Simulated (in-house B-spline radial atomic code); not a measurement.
A radial electron density 4πr²n(r) was computed for an atom or ion in its tabulated ground configuration with an all-electron radial atomic-structure program (B-spline basis); method: Dirac-Kohn-Sham CAM-B3LYP, spherical fractional occupations. Columns: r (bohr), 4πr²n(r) (electrons per bohr), bar.

```
0.000471    3.581 #
0.000582    4.981 #
0.000719    6.889 ##
0.000888    9.466 ###
  0.0011    12.97 ####
 0.00135     17.4 #####
 0.00167    23.37 #######
 0.00207    31.07 #########
 0.00255    40.38 ############
 0.00315     51.7 ###############
  0.0039    64.87 ###################
 0.00481    78.87 #######################
 0.00594    92.88 ###########################
 0.00734    105.1 ###############################
 0.00907    113.6 ##################################
  0.0112    116.5 ##################################
  0.0138    113.8 ##################################
  0.0171    107.6 ################################
  0.0211    103.1 ##############################
  0.0261    106.2 ###############################
  0.0322    119.4 ###################################
  0.0398    137.8 #########################################
  0.0491      149 ############################################
  0.0607    143.3 ##########################################
   0.075    126.1 #####################################
  0.0926    117.6 ###################################
   0.114    128.2 ######################################
   0.141    139.8 #########################################
   0.174    124.5 #####################################
   0.216     90.5 ###########################
   0.266    77.49 #######################
   0.329    88.64 ##########################
   0.406    88.78 ##########################
   0.502    64.21 ###################
    0.62    38.03 ###########
   0.765    26.09 ########
   0.946    21.91 ######
    1.17    16.82 #####
    1.44    10.61 ###
    1.78    5.439 ##
     2.2    2.295 #
    2.72   0.7631 
    3.36   0.1866 
    4.15  0.03003 
    5.12 0.002817
```

**Question.** Which atom or ion is it?
A. Tl2+
B. Bi3+
C. Hg2+
D. Hg3+

**Answer.** C. The area under the curve, ∫4πr²n dr = ∫r·4πr²n d(ln r) on this logarithmic grid, is 78 electrons, which only this option has. The configuration is [Xe] 4f14 5d10.
